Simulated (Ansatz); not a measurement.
Single points on the cluster Pd4.

```yaml
crystal:
  periodic: [false, false, false]
  atoms:
    - {symbol: Pd, position_ang: [-0.941871, 0.690571, 1.072185]}
    - {symbol: Pd, position_ang: [0.459551, 0.854121, -1.254148]}
    - {symbol: Pd, position_ang: [-0.853006, -1.195139, -0.597906]}
    - {symbol: Pd, position_ang: [1.335327, -0.349552, 0.779869]}
basis:
  gaussian: {orbitals: def2-SVP, initial_orbitals: start.molden}
hamiltonian: {xc: pbe, dispersion: d4}
scf: {omitted_lower_state_checks: [starts]}
output: {orbitals: {seedname: orbitals}}
```

The file start.molden holds the orbitals of an earlier run on this structure, at another level or in another basis.

```sh
$ ansatz run in.yaml --threads 4 --pin off --events-out ev --progress --plain --max-ram 3916MiB
```

Output, abridged:

```
Functional definition: PBE
  name "PBE"
  cite "Perdew, Burke & Ernzerhof, Phys. Rev. Lett. 77, 3865 (1996) doi:10.1103/PhysRevLett.77.3865"
  parent pbe
  parameter kappa = 0.804
  parameter beta = 0.06672455060314922
  exchange = pbe_x(kappa = kappa, mu = beta*pi^2/3)
  correlation = pbe_c(beta = beta)
these checks for a lower state are left out or cut short: starts
1136 factors; their error is unknown
mean field evaluation 1: about -13922.0798 eV, gradient 9.1e0 eV
mean field evaluation 2: about -13922.2850 eV, gradient 3.4e-1 eV
mean field evaluation 4: about -13922.2773 eV, gradient 1.1e-1 eV
mean field -13922.27730948 eV, -511.6342542647 hartree, gradient 5.7e-5 eV, S^2 0.000000; 0 other end points of the search recorded, 0 dependent functions left out
reference -13922.27735526 eV, -511.6342559474 hartree; 36, 36 occupied and 88, 88 virtual orbitals, 1136 factors
Total energy: -13922.51495498 eV, -511.6429875761 hartree
Checks for a lower state left out: starts
```

It took 2 s on 4 threads of Arm Neoverse V1 on a shared host.

The first input with `gaussian: {orbitals: def2-TZVP, initial_orbitals: start.molden}`, `hamiltonian: {xc: hf}` (abridged; 6.5 s):

```
Functional definition: HF
mean field evaluation 16: about -13824.7961 eV, gradient 5.9e-5 eV
mean field -13824.79609637 eV, -508.0518857583 hartree, gradient 8.1e-6 eV, S^2 0.000000
Total energy: -13824.79609637 eV, -508.0518857583 hartree
Checks for a lower state left out: starts
```

The first input with `correlation: {method: ccsd_t}` and without the key `hamiltonian` (abridged; 1.7 min):

```
Functional definition: HF
mean field evaluation 16: about -13821.4992 eV, gradient 4.0e-3 eV
mean field evaluation 32: about -13815.8263 eV, gradient 2.5e1 eV
mean field evaluation 64: about -13813.8998 eV, gradient 1.8e0 eV
mean field evaluation 96: about -13814.4532 eV, gradient 1.9e1 eV
mean field evaluation 128: about -13820.1312 eV, gradient 1.8e-1 eV
mean field evaluation 160: about -13820.1477 eV, gradient 2.3e-1 eV
mean field -13821.49922792 eV, -507.9307280773 hartree, gradient 2.4e-6 eV, S^2 0.000000; 1 other end points of the search recorded, 0 dependent functions left out; unrestricted orbitals would lower it
mean field evaluation 192: about -13822.7656 eV, gradient 6.2e-2 eV
mean field evaluation 224: about -13821.4972 eV, gradient 9.6e-2 eV
mean field evaluation 256: about -13821.4992 eV, gradient 7.4e-4 eV
mean field evaluation 288: about -13821.4992 eV, gradient 1.1e-5 eV
mean field evaluation 320: about -13821.4913 eV, gradient 4.9e-1 eV
mean field evaluation 352: about -13822.7658 eV, gradient 2.3e-2 eV
[...]
cycle  14  -40.53891989 eV  change    1.8e-3 eV  update   2.1e-3
cycle  15  -40.54263037 eV  change   -3.7e-3 eV  update   1.9e-3
cycle  16  -40.54171655 eV  change    9.1e-4 eV  update   1.4e-3
cycle  17  -40.54282422 eV  change   -1.1e-3 eV  update   1.0e-3
cycle  18  -40.54251750 eV  change    3.1e-4 eV  update   6.3e-4
cycle  19  -40.54253278 eV  change   -1.5e-5 eV  update   4.5e-4
cycle  20  -40.54250679 eV  change    2.6e-5 eV  update   2.9e-4
cycle  21  -40.54262902 eV  change   -1.2e-4 eV  update   2.2e-4
cycle  22  -40.54279997 eV  change   -1.7e-4 eV  update   1.4e-4
cycle  23  -40.54281096 eV  change   -1.1e-5 eV  update   1.0e-4
cycle  24  -40.54281079 eV  change    1.7e-7 eV  update   7.8e-5
perturbative correction -2.79487835 eV, -0.1027098848 hartree
WARN: these amplitudes may be one of several solutions (largest doubles amplitude 0.15, level shift 0.61 eV)
Total energy: -13863.49456053 eV, -509.4740280853 hartree
Checks for a lower state left out: starts
```

The first input with `gaussian: {orbitals: def2-TZVP, initial_orbitals: start.molden}`, `correlation: {method: mp2}` and without the key `hamiltonian` (abridged; 21 s):

```
Functional definition: HF
mean field evaluation 16: about -13824.7961 eV, gradient 1.4e-3 eV
mean field -13824.79609765 eV, -508.0518858054 hartree, gradient 2.6e-6 eV, S^2 0.000000; unrestricted orbitals would lower it
mean field evaluation 32: about -13825.0051 eV, gradient 1.4e0 eV
unrestricted determinant -13827.38564305 eV, -508.1470498435 hartree, S^2 1.0502
second order -53.84366819 eV of doubles, -0.00000000 eV of singles
Total energy: -13878.63976584 eV, -510.0306041147 hartree
Checks for a lower state left out: starts
```

The first input with `gaussian: {orbitals: def2-TZVP, initial_orbitals: start.molden}`, `hamiltonian: {xc: lda}` (abridged; 1.4 s):

```
Functional definition: SPW92
mean field -13900.40837261 eV, -510.8305856581 hartree, gradient 2.2e-5 eV, S^2 0.000000
Total energy: -13900.40842209 eV, -510.8305874766 hartree
Checks for a lower state left out: starts
```

First input, but with `gaussian: {orbitals: def2-TZVPD, initial_orbitals: start.molden}`, `hamiltonian: {xc: pbe0, dispersion: d4}` (abridged; 3.9 s):

```
Functional definition: PBE0
mean field -13921.24545404 eV, -511.5963342768 hartree, gradient 2.6e-5 eV, S^2 0.000000
Total energy: -13921.44627602 eV, -511.6037143485 hartree
Checks for a lower state left out: starts
```

The first input with `gaussian: {orbitals: def2-TZVP, initial_orbitals: start.molden}`, `hamiltonian: {xc: {name: B97M-V}}` (abridged; 11 s):

```
Functional definition: B97M-V
mean field -13921.88738060 eV, -511.6199246429 hartree, gradient 3.2e-5 eV, S^2 0.000000
Total energy: -13921.88745238 eV, -511.6199272807 hartree
Checks for a lower state left out: starts
```

Geometry: r2SCAN-D4/def2-SVP.

In the def2 sets Pd takes a core potential; there is no spin–orbit coupling. Correlated methods freeze no core orbitals; core or outer-core shells of Pd are correlated, in sets that lack core-valence functions. The restricted singlet is unstable towards broken spin symmetry at other levels; at PBE-D4/def2-SVP, CCSD(T)/def2-SVP, LDA (SPW92)/def2-TZVP, PBE0-D4/def2-TZVPD and others this wasn't settled. At PBE-D4/def2-SVP, LDA (SPW92)/def2-TZVP an occupied level of the charge 0 singlet lies above an empty one (by up to 0.21 eV), so this SCF solution is probably not the lowest. At HF/def2-TZVP, MP2/def2-TZVP the restricted singlet (for correlated methods, its reference) is unstable: a solution with broken spin symmetry lies lower. At CCSD(T)/def2-SVP the program marks the result for the charge 0 singlet as doubtful (other roots). At CCSD(T)/def2-SVP the stability test found the charge 0 singlet unstable. The geometry of the singlet was relaxed on an unsound state (an occupied level 0.09 eV above an empty one). At PBE0-D4/def2-TZVP a triplet of charge 0 lies 0.80 eV below the restricted singlet, each at its own geometry. The structure comes from a short search, and lower isomers may exist.
